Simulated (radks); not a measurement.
Effect of the nuclear size on the gold ion Au2+, [Xe] 4f14 5d9. Method: Dirac Kohn-Sham, BLYP, spin-unpolarised, spherical densities, finite nucleus; open shells are shared between the two j in proportion to 2j + 1; Fermi nuclear charge, rms radius 5.4371 fm; computed with a radial shooting solver on a logarithmic mesh with Libxc functionals. The rms radius is varied about that value; shifts are against it.

| rms radius (fm) | total energy shift (eV) | density at nucleus (e/bohr^3) | 1s1/2 shift (meV) | 2s1/2 shift (meV) | 5s1/2 shift (meV) | 5p1/2 shift (meV) | 5d5/2 shift (meV) | 6s1/2 (empty) shift (meV) | 6p1/2 (empty) shift (meV) |
|---|---|---|---|---|---|---|---|---|---|
| 4.7031 | -24.5 | 2.272e+06 | -9840 | -1450 | -16.7 | -0.399 | 0.146 | -2.14 | -0.101 |
| 5.0565 | -13.0 | 2.207e+06 | -5210 | -770 | -8.86 | -0.211 | 0.077 | -1.13 | -0.054 |
| 5.4371 | 0 | 2.144e+06 | 0.000 | 0.000 | 0.000 | 0.000 | 0.000 | 0.000 | 0.000 |
| 5.9591 | 18.7 | 2.067e+06 | 7510 | 1110 | 12.8 | 0.306 | -0.111 | 1.63 | 0.077 |
| 6.7855 | 50.5 | 1.961e+06 | 20200 | 2990 | 34.4 | 0.829 | -0.300 | 4.39 | 0.209 |

Slopes of the eigenvalues against <r^2> in GHz/fm^2, as finite differences over the two radii next to the reference (eigenvalue slopes, not the field-shift constants of lines): 1s1/2 309000, 2s1/2 45700, 5s1/2 526, 5p1/2 12.6, 5d5/2 -4.58, 6s1/2 (empty) 67.2, 6p1/2 (empty) 3.18.
